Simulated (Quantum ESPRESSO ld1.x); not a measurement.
Q: These are the eigenvalues of the occupied orbitals of an atom or ion with whole-number occupations (eV). All-electron calculation, Dirac Kohn-Sham, relativistic LDA (MacDonald-Vosko exchange, VWN5 correlation), spin-unpolarised, spherical densities, point nucleus. Program: ld1.x of Quantum ESPRESSO 7.5.

| orbital | eigenvalue |
|---|---|
| 1s1/2 | -35556.9 |
| 2s1/2 | -5583.28 |
| 2p1/2 | -5259.43 |
| 2p3/2 | -4910.65 |
| 3s1/2 | -1160.95 |
| 3p1/2 | -1024.46 |
| 3p3/2 | -957.593 |
| 3d3/2 | -715.750 |
| 3d5/2 | -701.481 |
| 4s1/2 | -218.831 |
| 4p1/2 | -169.684 |
| 4p3/2 | -155.916 |
| 4d3/2 | -75.6096 |
| 4d5/2 | -73.3183 |
| 5s1/2 | -26.8001 |
| 5p1/2 | -14.7549 |
| 5p3/2 | -13.0940 |
| 6s1/2 | -2.2208 |

Which element is it, and in what charge state? The configuration may be excited. Open shells, if any, fill j = l - 1/2 first.

A: Z = 55, caesium, charge 0: Cs in [Xe] 6s1. The list shows which subshells hold electrons but not how many an open one holds; the 1s level, -1306.7 hartree, gives Z - s = 51.1 by -(Z - s)^2/2, which with screening and relativity narrows Z to a few neighbours, and the depths of the outer levels then fix element, charge and occupations together.
